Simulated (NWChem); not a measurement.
System: CH3ClGeO2; SMILES [C](=O)([GeH2][Cl])O

```xyz
8

O     -0.3477    -2.4968     0.0000
C      0.2752    -1.4692     0.0000
O      1.6031    -1.3988     0.0000
Ge    -0.6898     0.2696     0.0000
Cl     0.6773     1.9403     0.0000
H      1.9401    -2.3129     0.0000
H     -1.5373     0.3402     1.2746
H     -1.5373     0.3402    -1.2746
```
Atoms are numbered in this order, from 1.

All runs: NWChem. Pople sets run with spherical d functions. Medium grid unless said otherwise, to which SCAN and Minnesota functionals are sensitive. All runs use the structure optimised with PBE0/def2-SVP. B3LYP is NWChem's, with the RPA form of VWN correlation. Total energies of different functionals are on different scales.

| level | energy (Ha) | highest occupied level (eV) | orbital gap (eV) | dipole (D) | relative time |
|---|---|---|---|---|---|
| B3LYP/6-31G* | -2727.3472 | -7.64 | 6.90 | 1.11 | 1 |
| PBE/6-31G* | -2726.5857 | -6.42 | 4.85 | 1.29 | 1 |
| CAM-B3LYP/6-31G* | -2727.3516 | -9.25 | 10.02 | 1.07 | 4 |
| BP86/6-31G* | -2727.6055 | -6.53 | 4.87 | 1.28 | 2 |
| r2SCAN/6-31G* | -2727.1534 | -6.79 | 5.34 | 1.23 | 2 |
| r2SCAN0/6-31G* | -2727.1029 | -8.19 | 7.72 | 1.10 | 1 |
| MN15-L/6-31G* | -2727.0850 | -7.06 | 5.92 | 1.17 | 1 |
| LDA (Slater exchange, PW92)/6-31G* | -2721.2065 | -6.57 | 4.79 | 1.31 | 1 |
| SCAN/6-31G* | -2727.4392 | -6.80 | 5.35 | 1.19 | 1 |
| M06-L/6-31G* | -2727.2141 | -6.72 | 5.38 | 1.24 | 1 |
| TPSSh/6-31G* | -2727.2740 | -7.12 | 6.07 | 1.17 | 1 |

The last column is a rough cost ratio, cheapest run = 1.
